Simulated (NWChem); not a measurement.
Molecule: BHI$_{2}$; SMILES IBI

```xyz
4

B      0.0000     0.0000    -0.9408
H      0.0000     0.0000    -2.1408
I     -1.8517     0.0000     0.0646
I      1.8517     0.0000     0.0646
```
Atoms are numbered in this order, from 1.

Structure relaxed at the PBE0/def2-SVP level. def2 effective core potentials on I; no spin-orbit coupling.

Symmetry labels are those of C2v in the frame above (b1 and b2, or b-type labels, depend on it).

### Question
List the 4 lowest vertical singlet excitations from B3LYP/def2-SVPD with def2 effective core potentials on I, TDA (NWChem).

### Answer
```csv
state,energy (eV),oscillator strength,symmetry,leading excitation (squared amplitude)
S1,3.76,0.000,a2,HOMO → LUMO (1.00)
S2,3.96,0.000,b2,HOMO−1 → LUMO (1.00)
S3,4.71,0.184,b1,HOMO−2 → LUMO (0.89)
S4,5.73,0.023,a1,HOMO−3 → LUMO (0.84)
```
